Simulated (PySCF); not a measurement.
System: C3H6F (charge -1, singlet). It need not be the lowest isomer of its formula. Whether it binds its extra electron was not tested at this geometry. 
Structure (B3LYP-D3(BJ)/def2-TZVP (Ansatz) minimum search):
SMILES: [CH-](CC)F
```xyz
10

C      1.6039     0.1607     0.1861
C      0.4123    -0.7559    -0.1193
C     -0.8819    -0.2817     0.5012
F     -1.3134     0.8586    -0.3920
H      1.4062     1.1616    -0.2064
H      1.7306     0.2531     1.2692
H      2.5416    -0.2023    -0.2599
H      0.3673    -0.8776    -1.2290
H      0.6150    -1.7552     0.2954
H     -1.6460    -1.0451     0.2507
```
Charge -1, spin multiplicity 1.

Dispersion corrections to the total energy (kcal/mol) from the dftd3 and dftd4 libraries through PySCF: D3(BJ) without and D4 with the three-body term, each with the damping fitted for the functional named.

```
functional  D3(BJ)      D4
----------  ------  ------
LC-wPBE          ?   -4.30
HF               ?  -15.82
revPBE       -9.43  -14.69
TPSSh        -3.90   -4.84
B2GP-PLYP        ?   -1.60
PBE0         -2.92   -3.25
CAM-B3LYP    -2.45   -3.20
```

What belongs in the gaps?


- LC-wPBE, D3(BJ): -3.05
- HF, D3(BJ): -29.63
- B2GP-PLYP, D3(BJ): -1.77
